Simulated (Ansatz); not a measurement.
Consider the ligand exchange at the Si–S bond: `CO[SiH](F)S[SiH2]F` + `N[SiH](O)O` → `O[SiH](O)N[SiH2]F` + `CO[SiH](F)S`.

Computed with Ansatz on PBE0-D4/def2-TZVP structures; ΔE is electronic, products minus reactants. CCSD(T)/CBS is the MP2 limit (def2-TZVPP, def2-QZVPP) plus CCSD(T) − MP2 in def2-TZVPP, frozen cores. This one scheme is used for every species. DFT in def2-TZVPP. One conformer a species, not always the lowest.

`CO[SiH](F)S[SiH2]F`:

Cartesian coordinates in Å:
```
C -1.833 -1.045 0.359
O -1.824 0.369 0.365
Si -0.564 1.328 0.049
F -1.024 2.786 0.458
S 1.134 0.818 1.236
Si 2.279 -0.122 -0.276
F 1.572 -1.476 -0.754
H -1.682 -1.436 -0.651
H -2.807 -1.372 0.723
H -1.054 -1.446 1.013
H -0.191 1.330 -1.382
H 3.579 -0.463 0.338
H 2.416 0.729 -1.477
```

`N[SiH](O)O`:

```xyz
9

N    -0.767   -0.337    0.938
Si    0.516   -0.162   -0.186
O     1.105    1.358   -0.011
O    -0.084   -0.537   -1.664
H    -1.349   -1.159    0.906
H    -0.642   -0.028    1.889
H     1.698   -1.031   -0.039
H     0.465    2.069    0.058
H    -0.942   -0.173   -1.892
```

`O[SiH](O)N[SiH2]F`:

Z-matrix (Å, degrees):
```
Si
O 1 1.636
N 1 1.728 2 106.0
O 1 1.636 2 116.1 3 -121.8
H 1 1.471 2 106.1 3 122.6
H 2 0.960 1 119.1 3 47.6
Si 3 1.707 1 125.7 2 13.2
H 3 1.010 1 117.3 2 -161.5
H 4 0.958 1 118.5 2 66.7
F 7 1.610 3 109.7 1 -63.0
H 7 1.477 3 112.5 1 53.4
H 7 1.481 3 109.0 1 179.1
```

`CO[SiH](F)S`:

```xyz
10

C    -0.352   -0.580    1.494
O     0.470   -0.239    0.392
Si   -0.007    0.681   -0.857
F    -1.379    0.082   -1.412
S     1.513    0.663   -2.319
H     0.232   -1.212    2.163
H    -0.668    0.313    2.043
H    -1.239   -1.131    1.169
H    -0.289    2.083   -0.487
H     1.719   -0.660   -2.187
```

CCSD(T)/CBS gives -1.8 kcal/mol.

Another level gave -2.8 kcal/mol. Which?
A. SCS-MP2/def2-TZVPP
B. HF/def2-TZVPP
C. PBE0/def2-TZVPP
D. PBE-D4/def2-TZVPP

A. SCS-MP2/def2-TZVPP -2.8, PBE0 -0.6, PBE-D4 0.5, HF/def2-TZVPP -4.7 kcal/mol.

Largest T1 diagnostic among the species: 0.012.

In def2-TZVPP, CCSD(T) changes the Hartree–Fock value by +1.9 kcal/mol (the triples alone add +0.5 kcal/mol) and MP2 by +2.9 kcal/mol. The D4 term adds +0.8 kcal/mol with B3LYP and +0.5 kcal/mol with PBE0; it sums over pairs of atoms, weighted by their polarisabilities, and B3LYP, whose exchange is more repulsive, gets the larger term.

B3LYP here is the variant with VWN-RPA as its local correlation; programs differ in this.
